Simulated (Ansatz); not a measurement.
Consider the formal exchange of groups at the Se–Se bond: `C[SiH2][Se][Se]C` + BH₃ → `B[Se][SiH2]C` + `C[SeH]`.

Isolated molecules relaxed with PBE0-D4/def2-TZVP in Ansatz; ΔE leaves out vibrations. CCSD(T)/CBS adds triple-zeta CCSD(T) − MP2 to the extrapolated MP2 energy (def2 sets, frozen cores). This one scheme is used for every species. For Se outer-core shells are correlated without core-valence functions, which leaves a few kJ/mol of doubt a bond. Scalar relativity is left out up to krypton. One conformer a species, not always the lowest.

```tsv
species	SCS-MP2/def2-TZVPP energy (Eh)
`C[SiH2][Se][Se]C`	-5170.11157
BH₃	-26.52681
`B[Se][SiH2]C`	-2756.16439
`C[SeH]`	-2440.50191
```

**Question.** Work out ΔE.

**Answer.** ΔE = (-2756.16439) + (-2440.50191) − (-5170.11157) − (-26.52681) = -0.02792 Eh = -17.5 kcal/mol. CCSD(T)/CBS gives -17.8 kcal/mol.

Largest T1 diagnostic among the species: 0.012.

In def2-TZVPP, CCSD(T) changes the Hartree–Fock value by −2.5 kcal/mol (the triples alone add −0.0 kcal/mol) and MP2 by −1.7 kcal/mol. The D4 term adds +2.4 kcal/mol with B3LYP and +1.4 kcal/mol with PBE0; it sums over pairs of atoms, weighted by their polarisabilities, and B3LYP, whose exchange is more repulsive, gets the larger term.

B3LYP here is the variant with VWN-RPA as its local correlation; programs differ in this.
